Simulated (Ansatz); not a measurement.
Cu(PF3)H (CuPHF3), relaxed as a singlet with RKS PBE0-D4/def2-SVP in Ansatz, starting from the GFN2-xTB geometry. Force threshold 0.02 eV/Å.

Start:

Cartesian coordinates in Å:
```
Cu -1.089 1.209 0.254
P 0.376 -0.420 -0.069
F 1.503 -0.791 0.984
F 1.364 -0.389 -1.309
F -0.080 -1.921 -0.307
H -2.073 2.311 0.447
```

```tsv
step	energy (eV)	largest force component (eV/Å)	SCF passes
1	-62064.6137	1.801	27
2	-62064.7012	0.941	33
3	-62064.7237	0.077	33
4	-62064.7239	0.004	28
```

Force components are those of the run's own axes.

End:

```
atom   x (Å)   y (Å)   z (Å)
 Cu1  -1.045   1.162   0.240
  P2   0.399  -0.445  -0.086
  F3   1.477  -0.740   1.028
  F4   1.359  -0.350  -1.336
  F5  -0.137  -1.913  -0.301
  H6  -2.054   2.286   0.455
```

By distances, no bond broke or formed. The bond that changes most is Cu1–H6, from 1.49 to 1.53 Å (atoms count from 1).

No frequencies were taken in this run, so the end may be a saddle point.

Hardware: 4 threads of Intel Xeon on a shared host. Wall time 37 s.
